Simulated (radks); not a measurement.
The numbers below are computed, except where a source is named.
Problem. Mean orbital radii <r> (bohr) of neutral vanadium, [Ar] 3d3 4s2, of relativity; Dirac values are averaged over j with weights 2j + 1. Spin-unpolarised spherical Kohn-Sham, PBE, point nucleus unless stated (finite: rms radius 3.6002 fm), a radial shooting solver on a logarithmic mesh with Libxc functionals. A level marked "c x" has the speed of light scaled by that factor and shares open shells by 2j + 1; other Dirac levels either fill j = l - 1/2 first or share by 2j + 1.

shell       non-rel.
1s           0.06705
2s            0.3110
2p            0.2751
3s            0.9560
3p             1.019
3d             1.436
4s             3.378
4p (empty)     4.724

Give the values at the level "Dirac, c x 1.5".

Solution. 
shell       Dirac, c x 1.5  change of magnitude (%)
1s                 0.06678                    -0.40
2s                  0.3097                    -0.42
2p                  0.2746                    -0.17
3s                  0.9526                    -0.35
3p                   1.018                    -0.12
3d                   1.442                    +0.39
4s                   3.366                    -0.36
4p (empty)           4.724                    0.00
